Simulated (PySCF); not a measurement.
AlClH4O2SSi, SMILES [OH][Al]([OH])[S][SiH2]Cl. Atoms are numbered in the order given.

```xyz
10

Si     1.8220    -0.3534     0.2944
Cl     0.8269     0.1428    -1.5546
S      0.3176    -0.1170     1.7213
Al    -1.1414     0.1292     0.0200
O     -1.8981     1.6333    -0.2164
O     -1.9432    -1.2999    -0.4273
H      2.3227    -1.7344     0.0762
H      2.9504     0.6097     0.3820
H     -1.6129     2.4673     0.1575
H     -2.7397    -1.2980    -0.9606
```

Geometry: PBE0-D3(BJ)/def2-SVP. The structure was generated by enumeration; whether it is a known compound was not checked. The values are those of a single conformer.

Method: PBE/def2-TZVP in PySCF.

Gas-phase values at a fixed geometry.

```json
{
 "total_energy": "-1542.72376 hartree",
 "highest_occupied_level": "-6.52 eV",
 "lowest_empty_level": "-1.76 eV",
 "orbital_gap": "4.76 eV",
 "dipole_moment": "2.00 D",
 "quadrupole, principal values (traceless, Buckingham form, about the centre of nuclear charge)": "-5.77, 0.82, 4.95 D·Å",
 "mean_static_polarisability": "86.3 bohr³ (12.79 Å³)",
 "polarisability_principal_values": "73.3, 87.1, 98.5 bohr³"
}
```
